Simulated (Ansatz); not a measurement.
## Which is lower?

The two ends of one reaction step of ZnH$_{3}$OF, singlet (PBE0-D4/def2-TZVP).

A:

Zn1  (-0.433, -0.657, -0.034)
F2  (-0.689, -1.469, -1.557)
O3  (-0.160, 0.182, 1.494)
H4  (0.882, 0.918, -1.419)
H5  (0.972, 1.242, -0.747)
H6  (-0.572, -0.217, 2.263)
(Å)

B:

| atom | x (Å) | y (Å) | z (Å) |
| --- | --- | --- | --- |
| Zn1 | 0.3244 | 0.6055 | 0.4313 |
| F2 | -0.3263 | -0.9663 | -1.7050 |
| O3 | -0.3147 | 0.0930 | 2.0028 |
| H4 | 0.2047 | -0.2285 | -1.9005 |
| H5 | 0.9596 | 1.2000 | -0.8283 |
| H6 | -0.8476 | -0.7037 | 1.9997 |

Ansatz 0.2.0; basis: def2-TZVPP; cores frozen in the correlated methods. The 3s and 3p shells of Cu and Zn are frozen; filled d shells are correlated. B3LYP uses VWN-RPA correlation.

Q: Which structure is lower at CCSD(T), and by how much? (To be estimated.)

A: By the calculation: A, by 6.39 kcal/mol (electronic energy, against the other). By their contacts, A is a complex of ZnHOF ([OH][Zn][F]) + H₂ and B is a complex of ZnH₂O ([OH][ZnH]) + HF.

All methods give the same order:

| method | E(B) − E(A) (kcal/mol) |
| --- | --- |
| SPW92 | 2.17 |
| PBE-D4 | 5.18 |
| BLYP-D4 | 7.19 |
| r2SCAN-D4 | 7.20 |
| B97M-V | 5.45 |
| PBE0-D4 | 4.77 |
| B3LYP-D4 | 6.54 |
| r2SCAN0-D4 | 6.30 |
| BHLYP-D4 | 6.72 |
| CAM-B3LYP-D4 | 6.45 |
| wB97X-V | 7.14 |
| wB97M-V | 5.66 |
| B2PLYP | 7.14 |
| PBE-QIDH | 5.91 |
| RPA on PBE | 6.67 |
| HF | 8.21 |
| MP2 | 7.02 |
| CCSD | 6.44 |
| CCSD(T) | 6.39 |

T1 diagnostic: at most 0.018.

Labels in which every atom is bracketed show which atoms are joined, not bond orders.

For scale, one of the runs: CCSD(T)/def2-TZVPP, 168 basis functions (an equivalent command: `ansatz run in.yaml --threads 4`). Time: 29 s of wall clock on 4 CPU threads; the host was shared. Peak host memory: 1.4 GiB.
